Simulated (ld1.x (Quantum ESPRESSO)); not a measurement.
**u(r) = r·R(r): atom against pseudo-atom (rhodium (Rh))**

Columns: radius, all-electron u(r) and pseudo u(r) of the 4p shell (level -50.42 eV) of rhodium in the configuration [Ar] 3d10 4s2 4p6 4d8 5s1 5p0; PBE, scalar-relativistic, PAW scheme, ld1.x (Quantum ESPRESSO) 7.5.

```tsv
r (bohr)	all-electron	pseudo
0.155	-0.0591	0.0242
0.310	-0.5729	0.0926
0.465	-0.0329	0.1938
0.620	0.6080	0.3112
0.775	0.9827	0.4258
0.930	1.0966	0.5201
1.085	1.0458	0.5809
1.240	0.9168	0.6013
1.395	0.7646	0.5819
1.550	0.6178	0.5293
1.705	0.4889	0.4552
1.860	0.3814	0.3727
2.015	0.2946	0.2935
2.170	0.2258	0.2258
2.325	0.1721	0.1721
2.480	0.1307	0.1307
2.635	0.0989	0.0989
2.790	0.0747	0.0747
2.945	0.0562	0.0562
3.100	0.0423	0.0423
3.255	0.0317	0.0317
3.410	0.0238	0.0238
3.565	0.0178	0.0178
3.720	0.0134	0.0134
3.875	0.0100	0.0100
4.030	0.0075	0.0075
```

**Question.** How many radial nodes do the two functions have?

**Answer.** The all-electron 4p function has n − l − 1 = 2 (the table is too coarse to show those close to the nucleus); the pseudo-wave has 0, since the states of the same l below it are removed with the core.

**Question.** At about which radius was the pseudo-wave matched?

**Answer.** 2.25 bohr, where the columns begin to agree (steps of 0.15 bohr).

**Question.** Is the pseudo-wave norm-conserving?

**Answer.** No, it belongs to a PAW set: the norm inside the radius is not constrained, and the difference is carried by the augmentation charge.
